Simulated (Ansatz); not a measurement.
The first iterations of a band of CH8Si2 + ClH (13 atoms, charge 0, multiplicity 1).

Method: Ansatz, RKS revPBE-D4/6-31G*.

```
movable images  : 7
climbing image  : yes
spring          : 5.0 eV/Å²
optimiser       : quadratic models (default)
start path      : through a guess of the saddle point
force threshold : 0.03 eV/Å
iteration limit : 60
end points      : relaxed
```

Image 0:

```xyz
13
Properties=species:S:1:pos:R:3
Si -1.043 -0.380 -0.363
Si 0.673 -1.515 0.782
H -1.834 -1.414 -1.118
H -1.963 0.244 0.649
C -0.347 0.931 -1.550
H 1.092 1.281 1.881
Cl 0.778 2.544 1.930
H 1.480 -0.568 1.642
H 0.145 -2.580 1.699
H 1.649 -2.146 -0.170
H 0.194 1.713 -0.993
H -1.167 1.414 -2.110
H 0.345 0.476 -2.279
```

Image 8:

```xyz
13
Properties=species:S:1:pos:R:3
Si -1.547 0.871 -0.078
Si 1.530 -1.648 1.104
H -1.457 -0.498 0.522
H -2.958 1.123 -0.519
C -0.329 1.094 -1.496
H 1.464 -0.187 1.430
Cl -1.117 2.246 1.443
H 2.883 -2.184 1.465
H 0.474 -2.386 1.870
H 1.301 -1.838 -0.367
H -0.408 2.108 -1.923
H -0.543 0.362 -2.297
H 0.707 0.938 -1.153
```

| iteration | highest image above the first end (eV) | largest band force component (eV/Å) |
| --- | --- | --- |
| 1 | 2.552 | 6.132 |
| 2 | 1.493 | 1.672 |
| 3 | 1.113 | 1.341 |
| 4 | 1.300 | 1.552 |
| 5 | 1.196 | 0.893 |
| 6 | 1.295 | 0.468 |

Does the band converge within its limit, and where does its top end?

The run converged. It ended after 20 iterations with the highest image 1.408 eV above the first end. A vibrational analysis at the climbing image gives one clearly imaginary mode, 670i cm⁻¹: a first-order saddle point. The orbitals stay closed-shell, which can raise the energy where a bond breaks towards radicals; this wasn't checked here.

The run took 3.2 min on 2 threads of Intel(R) Xeon(R) Platinum 8488C (Sapphire Rapids) (shared host), peak memory 0.16 GiB.
